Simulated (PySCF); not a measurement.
## SeSI2: from structure and modes to constants

Method: PBE/[Se def2-SVP, S def2-SVP, I def2-SVP with ECP28], scalar-relativistic core potentials, density fitting, no spin–orbit coupling, PySCF.

The singlet minimum has Cs symmetry. Masses (u): Se 79.91652, S 31.97207, I 126.90447.

```xyz
4
charge 0 multiplicity 1, angstrom
Se   -0.0006   -1.1040    0.0000
S    -1.8582   -1.9830    0.0000
I     0.2343    0.5974    2.0926
I     0.2343    0.5974   -2.0926
```

Harmonic wavenumbers (cm⁻¹): 53.8 (a', ×1), 103.5 (a'', ×1), 121.1 (a', ×1), 182.9 (a', ×1), 186.9 (a'', ×1), 525.1 (a', ×1).

(1) Find the principal moments of inertia and the rotational constants. What kind of rotor is it?

(2) Give the standard entropy (298.15 K, 1 bar) by its translational, rotational, vibrational and spin parts, and Cp.

## Answers

(1) About the centre of mass I = 438.05, 1150.2, 1510.7 u Å². With B = 16.8576/I this gives 0.03848, 0.01466, 0.01116 cm⁻¹. The molecule is an asymmetric top with κ = -0.74.

(2) Sackur–Tetrode with M = 365.70 u gives 182.5; rotation with symmetry number 1 gives 133.5; vibration 68.2; spin R ln 1 = 0.0. The total is 384.2 J/(mol K), and Cp = 4 R + 45.1 = 78.3 J/(mol K).

Other isomers or separated fragments may lie lower.
